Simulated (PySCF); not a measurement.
C₅H₁₆N₂Si₂.
SMILES: `C1CCCN1[Si@@](N)([SiH3])C`

A linear-response calculation (PySCF, def2-SVPD basis, gas phase, vertical, core orbitals frozen in the response) gave these numbers; the functional is withheld.

Orbital energies (eV): HOMO-3 -9.10, HOMO-2 -7.95, HOMO-1 -7.46, HOMO -5.85, LUMO 0.34, LUMO+1 0.54, LUMO+2 0.69.

```tsv
state	E (eV)	f	main configurations (H = HOMO, L = LUMO)
S1	5.16	0.0015	H→L (93%)
S2	5.30	0.017	H→L+1 (98%)
S3	5.45	0.060	H→L+2 (92%)
S4	5.91	0.014	H→L+3 (95%)
S5	6.15	0.015	H→L+4 (89%)
S6	6.22	0.0079	H→L+5 (96%)
```

Triplets, Tamm–Dancoff:

```
state  E (eV)  λ (nm)  main configurations (H = HOMO, L = LUMO)
   T1    5.01   247.7                    H→L (49%), H→L+1 (44%)
   T2    5.05   245.5                               H→L+2 (79%)
   T3    5.12   242.2       H→L+1 (44%), H→L (39%), H→L+2 (10%)
   T4    5.82   213.1                               H→L+3 (85%)
```

Vertical ionisation energy by ΔSCF with the same functional: 7.44 eV. Mean static polarisability: 131.6 au.

**Question.** Which of these was used?
A. HF
B. PBE0
C. wB97X-D
D. PBE

**Answer.** B. PBE0 is a global hybrid with 25% exact exchange. In this run −ε(HOMO) = 5.85 eV differs from the ΔSCF value by -1.59 eV, and S1 differs from the orbital gap of 6.19 eV by -1.03 eV. The ratio −ε(HOMO)/IP is 0.79. Usual ranges for neutral molecules in this basis: 0.7 to 0.83 with PBE0, 0.5 to 0.7 with PBE, 0.89 to 0.99 with wB97X-D; with Hartree–Fock the ratio is 1 or more (Koopmans' value less the relaxation energy is the ΔSCF value). The other options: PBE, a GGA without exact exchange; HF, time-dependent Hartree–Fock, 100% exact exchange; wB97X-D, range-separated, 22% exact exchange at short range and 100% at long range (ω = 0.2 bohr⁻¹).

Method: PySCF, TDDFT PBE0/def2-SVPD, vertical, gas phase, core orbitals frozen in the response. Geometry: PBE0-D3(BJ)/def2-SVP, one conformer, isolated molecule.

The run took 4.6 min of wall time (grids of density and orbitals included) on one thread of an Arm Neoverse V2, on a shared host, and the process peaked at 1.5 GiB of memory.

Without π bonds the low states are Rydberg-like; a valence basis with one diffuse set may place them up to an eV too high.
